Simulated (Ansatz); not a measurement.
`C[Si]S` + `N[SiH](N)O` → `CN[SiH](N)O` + `[SiH]S`  (substitution at a C–Si bond)

Gas-phase electronic energies from Ansatz, PBE0-D4/def2-TZVP geometries. CCSD(T)/CBS is the MP2 limit (def2-TZVPP, def2-QZVPP) plus CCSD(T) − MP2 in def2-TZVPP, frozen cores. This one scheme is used for every species. Functionals use def2-TZVPP. B3LYP here is the variant with VWN-RPA as its local correlation; programs differ in this. One conformer a species, not always the lowest.

`C[Si]S`:

Z-matrix (Å, degrees):
```
C
Si 1 1.900
H 1 1.099 2 106.7
H 1 1.092 2 116.0 3 120.0
H 1 1.093 2 110.2 3 -115.1
S 2 2.131 1 95.9 3 -93.6
H 6 1.344 2 96.6 1 177.6
```

`N[SiH](N)O`:

Cartesian coordinates in Å:
```
N 0.598 -1.142 0.679
Si -0.126 0.367 0.315
N 0.472 0.771 -1.231
O -1.749 0.174 0.527
H 0.291 -1.663 1.484
H 1.582 -1.276 0.511
H 0.167 1.532 1.185
H 0.495 0.099 -1.980
H 0.418 1.715 -1.575
H -2.148 -0.577 0.084
```

`CN[SiH](N)O`:

Z-matrix (Å, degrees):
```
C
N 1 1.443
H 1 1.095 2 111.6
H 1 1.097 2 113.0 3 -121.7
H 1 1.092 2 109.3 3 118.5
Si 2 1.698 1 126.7 3 -135.9
H 2 1.007 1 114.7 3 58.4
O 6 1.651 2 101.7 1 170.0
N 6 1.704 2 108.3 1 44.1
H 6 1.493 2 118.3 1 -72.7
H 8 0.957 6 116.0 2 157.1
H 9 1.007 6 122.5 2 54.3
H 9 1.006 6 121.3 2 -149.3
```

`[SiH]S`:

```xyz
4

Si   -0.255   -0.887   -0.612
S     0.288    0.835    0.490
H    -1.161   -1.313    0.539
H     1.128    1.366   -0.417
```

```tsv
level	ΔE (kcal/mol)	difference from CCSD(T)/CBS
PBE-D4	19.1	-0.9
r2SCAN-D4	20.1	0.1
PBE0-D4	19.1	-0.9
B3LYP-D4	18.5	-1.5
ωB97X-V	18.6	-1.4
ωB97M-V	19.6	-0.4
B2PLYP	19.3	-0.7
PBE	19.2	-0.8
r2SCAN	20.2	0.2
PBE0	19.3	-0.7
B3LYP	18.6	-1.4
HF/def2-TZVPP	17.5	-2.5
MP2/def2-TZVPP	20.6	0.6
SCS-MP2/def2-TZVPP	19.2	-0.8
CCSD/def2-TZVPP	18.8	-1.2
CCSD(T)/def2-TZVPP	19.1	-0.9
HF/def2-QZVPP	17.5	-2.5
MP2/def2-QZVPP	21.2	1.2
SCS-MP2/def2-QZVPP	19.8	-0.2
HF/CBS(def2)	17.5	-2.5
MP2/CBS(def2)	21.5	1.5
CCSD/CBS(def2)	19.7	-0.3
CCSD(T)/CBS	20.0	0
```

Largest T1 diagnostic among the species: 0.016.

In def2-TZVPP, CCSD(T) changes the Hartree–Fock value by +1.6 kcal/mol (the triples alone add +0.3 kcal/mol) and MP2 by +3.2 kcal/mol.
